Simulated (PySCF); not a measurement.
Mn⁺: interval between two levels

Mn⁺ [Ar] 3d5 4s1 [7S3, M_J = 3] → Mn⁺ [Ar] 3d4 4s2 [5D4, M_J = 4], as a difference of total energies. Calculation: PySCF 2.14, in x2c-TZVPall-2c (6s7p4d1f, 54 functions); the two-component X2C-1e Hamiltonian. Correlated levels: [Ne] frozen; the 6 highest virtual spinors dropped. "Screened" scales the spin-orbit matrix elements by Boettger's factors to mimic the two-electron term; Breit and QED terms are absent.

```csv
method,interval between two levels (cm⁻¹)
GHF (spin-free),58183
GMP2 (spin-free),57177
GHF (screened spin-orbit),58561
GMP2 (screened spin-orbit),57542
```

The labels give the starting determinants; with spin-orbit coupling the two ends relaxed to ⟨J²⟩ = 12.00, ⟨L²⟩ = 0.00, ⟨S²⟩ = 12.00 and ⟨J²⟩ = 20.30, ⟨L²⟩ = 6.26, ⟨S²⟩ = 6.00.

The determinant of the upper state mixes levels of different J (the jj label is only the starting occupation), so the difference between spin-free and spin-orbit rows is not the physical spin-orbit shift.
